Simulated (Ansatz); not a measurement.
`[NH2][Nb](=[O])([Cl])[Cl]` + H–F → `[O]=[Nb]([F])([Cl])[Cl]` + NH₃ at 298.15 K and 1 bar (ligand exchange at the Nb–N bond).

Calculated with Ansatz (gas phase, PBE0-D4/def2-TZVP geometries, no zero-point term in ΔE). CBS: MP2 limit from def2 TZ/QZ plus the TZ coupled-cluster correction, frozen cores. This one scheme is used for every species. def2 core potentials past Kr. For Nb outer-core shells are correlated without core-valence functions, which leaves a few kJ/mol of doubt a bond. One conformer a species, not always the lowest.

| species | CCSD(T)/CBS energy (Eh) | H − E (kJ/mol) | S (J/(mol·K)) |
| --- | --- | --- | --- |
| `[NH2][Nb](=[O])([Cl])[Cl]` | -1107.78178 | 104.1 | 364.2 |
| H–F | -100.39570 | 33.5 | 173.6 |
| `[O]=[Nb]([F])([Cl])[Cl]` | -1151.68753 | 40.9 | 353.8 |
| NH₃ | -56.50880 | 100.5 | 192.4 |

H − E and S are ideal-gas, rigid-rotor, harmonic terms from PBE0-D4/def2-TZVP, for one conformer and one mirror image of each species. 1 Eh = 2625.50 kJ/mol, R = 8.31446 J/(mol·K).

Question: By hand: ΔE, ΔH, ΔS and ΔG.

Answer: ΔE = (-1151.68753) + (-56.50880) − (-1107.78178) − (-100.39570) = -0.01885 Eh = -49.5 kJ/mol. Δ(H − E) = 40.9 + 100.5 − 104.1 − 33.5 = 3.8, so ΔH = -45.7 kJ/mol. ΔS = 353.8 + 192.4 − 364.2 − 173.6 = 8.4 J/(mol·K). ΔG = -45.7 − 298.15 × (8.4)/1000 = -48.2 kJ/mol.

Question: By hand: the equilibrium constant, and the temperature at which ΔG would vanish if ΔH and ΔS stayed fixed.

Answer: log₁₀ K = −ΔG/(RT ln 10) = 8.4. ΔH and −TΔS have one sign here, so there is no such temperature.

The number of gas molecules stays the same, so ΔS is small and ΔH decides. A doubt of 5 kJ/mol in ΔE shifts log₁₀ K by 0.9 here. Other conformers and mirror images would add mixing entropy, several J/(mol·K) or more a flexible species. These are equilibria of isolated gas molecules and say nothing of rates. Largest T1 diagnostic: 0.021 (customary marks: 0.02 for closed shells, 0.045 for open ones).

ΔS is within the doubt of such terms, so its sign, and with it that verdict, could turn.
